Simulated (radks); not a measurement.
Values are calculated unless marked as measured or tabulated.
Charge is removed step by step from the 1s1/2 level of Be+, starting from [He] 2s1. Level of theory: Dirac Kohn-Sham, PBEsol, spin-unpolarised, spherical densities, point nucleus (a radial shooting solver on a logarithmic mesh with Libxc functionals).

| removed (e) | E - E(0) (eV) | eigenvalue (eV) | E minus straight line (eV) |
|---|---|---|---|
| 0 | 0.000 | -116.97 | 0.000 |
| 0.1 | 11.931 | -121.67 | -2.193 |
| 0.2 | 24.335 | -126.42 | -3.913 |
| 0.3 | 37.218 | -131.24 | -5.155 |
| 0.4 | 50.586 | -136.12 | -5.912 |
| 0.5 | 64.443 | -141.05 | -6.179 |
| 0.6 | 78.796 | -146.02 | -5.950 |
| 0.7 | 93.649 | -151.04 | -5.222 |
| 0.8 | 109.01 | -156.10 | -3.989 |
| 0.9 | 124.87 | -161.19 | -2.250 |
| 1 | 141.24 | -166.30 | 0.000 |

Removing the whole electron costs 141.24 eV by Delta-SCF, against 116.97 eV from minus the eigenvalue at the starting occupation. Slater's transition state (half an electron removed) gives 141.05 eV. Integrating minus the eigenvalue over the occupation (Janak's theorem) gives 141.24 eV. The mean slope of the eigenvalue, de/dn, is 49.3 eV per electron.
